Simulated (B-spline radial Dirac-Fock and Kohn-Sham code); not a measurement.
# Dipole and non-dipole photoemission parameters of Pt⁺ 3p3/2

System: the Pt⁺ ion in the configuration 1s2 2s2 2p6 3s2 3p6 3d10 4s2 4p6 4d10 4f14 5s2 5p6 5d9; threshold 2645.1 eV (orbital energy of the model). Calculated with an atomic code on a B-spline grid, using Dirac-Hartree-Slater photoionisation with a Latter tail; cross sections with all multipoles, angular parameters from the dipole term and its interference with E2.

Input of the calculation (task.json; shells as n, l, electrons):

```json
{"items": [{
  "Z": 78,
  "q": 1,
  "cfg": [[1, 0, 2], [2, 0, 2], [2, 1, 6], [3, 0, 2], [3, 1, 6], [3, 2, 10], [4, 0, 2], [4, 1, 6], [4, 2, 10], [4, 3, 14], [5, 0, 2], [5, 1, 6], [5, 2, 9]],
  "A": 195,
  "rrms": 5.427,
  "do": "xps",
  "hv": [50.4, 66.0, 73.6, 76.3, 80, 100, 103.0, 150, 167.0, 300, 866.0, 974.0, 1000, 1130.0, 1253.6, 1640.0, 1870.0, 2250.0, 2984.4, 3070.0, 3390.0, 3530.0, 3590.0, 3960.0, 6360.0, 7120.0, 10800.0, 12000, 13000.0]
}]}
```

Run with: `python xray2_run.py task.json out`

For linearly polarised light dσ/dΩ = σ/(4π) [1 + β P₂(cos θ) + (δ + γ cos²θ) sin θ cos φ], with θ from the polarisation vector and φ the angle between the beam and the projection of the electron momentum on the plane normal to the polarisation.

| hν (eV) | σ (kb) | β | γ | δ |
| --- | --- | --- | --- | --- |
| 2984.4 | 98.3 | 0.964 | 0.368 | 0.123 |
| 3070 | ? | ? | ? | ? |
| 3390 | 79.7 | 1.275 | 0.287 | 0.047 |
| 3530 | 74.4 | 1.335 | 0.233 | 0.035 |
| 3590 | 72.3 | 1.358 | 0.211 | 0.032 |
| 3960 | 60.8 | 1.461 | 0.091 | 0.018 |
| 6360 | 24.0 | 1.669 | -0.003 | 0.016 |
| 7120 | 18.8 | 1.685 | 0.079 | 0.019 |
| 10800 | 7.19 | 1.688 | 0.608 | 0.031 |
| 12000 | 5.57 | 1.678 | 0.780 | 0.035 |
| 13000 | 4.57 | 1.668 | 0.920 | 0.038 |

Question: Give the values at 3070 eV.

Answer: σ = 93.8 kb, β = 1.057, γ = 0.378, δ = 0.098.
